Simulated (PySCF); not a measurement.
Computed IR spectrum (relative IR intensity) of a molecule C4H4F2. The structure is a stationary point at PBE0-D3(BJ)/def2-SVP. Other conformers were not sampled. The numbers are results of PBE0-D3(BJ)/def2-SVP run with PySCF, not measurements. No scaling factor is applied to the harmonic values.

Lines under 2 % of the strongest are left out, and lines within 2 cm⁻¹ are merged.

ν (cm⁻¹): 477 (vw), 527 (vw), 664 (w), 816 (w), 915 (m), 941 (m), 1014 (w), 1040 (w), 1217 (vs), 1249 (m), 1316 (w), 1396 (m), 1450 (m), 1713 (w), 1799 (m), 3250 (w) (against the strongest line: vs over 80 %, s over 45 %, m over 15 %, w over 4 %, vw less)

### Question
Identify the compound among the candidates.
A) C#CC(C)(F)F
B) C=C/C(F)=C/F
C) F/C=C\C=C/F
D) C#CCC(F)F

### Answer
B, C=C/C(F)=C/F
